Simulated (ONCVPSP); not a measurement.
arsenic, ONCV: configuration errors across variants

| Item | Value |
| --- | --- |
| Element | As |
| Generator | ONCVPSP 4.0.1 |
| Type | optimised norm-conserving Vanderbilt (ONCV) |
| Functional | PBEsol |
| Relativity | scalar-relativistic |
| Frozen core | [Ar] 3d10 |
| Valence charge | 5 |
| Reference configuration | 4s1.75 4p3.25 |
| Partial waves | 4s: rc 1.70 bohr, ncon 5, nbas 8, qcut 4.5 1/bohr, 1 projector; 4p: rc 1.85 bohr, ncon 5, nbas 9, qcut 5 1/bohr, 2 projectors, debl 3.2 Ha; d scattering state at 0.4 Ha: rc 2.00 bohr, ncon 3, nbas 7, qcut 4.2 1/bohr, 1 projector |
| Local potential | polynomial inside 1.40 bohr (lpopt 2, dvloc0 4 Ha) |
| Core correction | none |

All-electron excitation energies from the reference (eV): (1) 4s2 4p3 -2.334; (2) 4s2 4p2 6.824; (3) 4s2 4p1 24.766; (4) 4s0 4p5 16.739.

5 further variants failed, have other tests or too few solved ones, and are left out.

Errors AE − PS in meV (a dash: test not solved or not reliable):

| change | (1) | (2) | (3) | (4) | bound ghosts | GHOST(+) flags above zero |
| --- | --- | --- | --- | --- | --- | --- |
| base | +0.5 | -5.2 | -27 | +16 | none | none |
| s: qcut 2.9; p: qcut 3.2; d: qcut 2.7 | +0.6 | -4.6 | -24 | +24 | none | none |
| s: qcut 3.3; p: qcut 3.6; d: qcut 3.1 | +0.5 | -4.9 | -26 | +18 | none | none |
| s: qcut 4.4; p: qcut 4.8; d: qcut 4.1 | +0.5 | -5.3 | -27 | +16 | none | none |

Problem. Give the same row for: s: qcut 3.8; p: qcut 4.3; d: qcut 3.6.

Solution. +0.5, -5.2, -27, +15; bound ghosts: none; GHOST(+) flags above zero: none.
